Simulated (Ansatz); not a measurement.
Two structures of GaAsH$_{6}$O$_{2}$, closed shell, reached by relaxing down either side of one saddle point (PBE0-D4/def2-TZVP). Energies are electronic, without zero-point energy. Computed with Ansatz 0.2.0 (basis: def2-TZVPP and def2-QZVPP); correlated methods freeze the cores. Filled d shells of the heavier atoms are correlated. The def2 sets are not built for correlating such inner shells, so the correlated values are less sure here. Extrapolation: Hartree–Fock as exp(−7.88 √X), correlation as X^−2.97. First:

```xyz
10
angstrom
Ga -0.0996 1.2605 0.1740
H -1.4682 1.9552 -0.0803
O 1.3045 1.3374 -0.9615
O 0.4375 0.8486 1.8456
H -1.0954 -2.1352 -1.5109
As -0.6443 -1.4148 -0.2586
H 1.1242 1.8116 -1.7745
H 1.3913 0.7500 1.8917
H -1.5409 -2.1658 0.6971
H 0.5910 -2.2476 -0.0226
```

Second:

```tsv
atom	x (Å)	y (Å)	z (Å)
Ga1	0.4785	0.1021	0.1613
H2	-2.3075	1.3109	-0.1246
O3	1.6185	1.1100	-0.7806
O4	-0.1239	0.9385	1.6174
H5	-2.5402	1.1849	-0.8243
As6	-0.3296	-2.0865	-0.3998
H7	1.9762	0.6919	-1.5658
H8	0.2585	1.8144	1.7178
H9	-0.0953	-2.5450	1.0322
H10	1.0648	-2.5212	-0.8336
```

Which bonds change from the first to the second?

GaH₃O₂ ([OH][GaH][OH]) + AsH₃ → GaAsH₄O₂ ([OH][Ga]([OH])[AsH2]) + H₂; bonds formed: H2–H5; dative contacts that become bonds: Ga1–As6; bonds broken: Ga1–H2, H5–As6.

Give the saddle point's structure and its height above each. (To be estimated.)

The calculation gives: 43.99 kcal/mol above the first and 48.73 kcal/mol above the second (CCSD(T) at an estimated basis limit (MP2 extrapolated from triple and quadruple zeta, plus CCSD(T) − MP2 in triple zeta)).
```xyz
10
angstrom
Ga 0.2615 0.7021 0.2124
H -1.3956 0.5008 -0.4618
O 1.3222 1.6982 -0.8360
O 0.4246 0.9817 1.9708
H -1.4595 -0.4898 -0.9748
As -0.3367 -1.6744 -0.4677
H 1.1891 1.5794 -1.7776
H 1.0183 1.7112 2.1665
H -1.1665 -1.8860 0.7785
H 0.1427 -3.1232 -0.6104
```

The T1 diagnostic stays at or below 0.014.

Labels in which every atom is bracketed show which atoms are joined, not bond orders.

For scale, one of the runs: CCSD(T)/def2-TZVPP, 242 basis functions, launched by `ansatz run in.yaml --threads 8 --pin off --events-out ev --progress --plain --max-ram 19148MiB`. Hardware: 8 CPU threads of an Intel Xeon Platinum 8488C, shared host. Wall time 76 s; peak host memory 5 GiB.
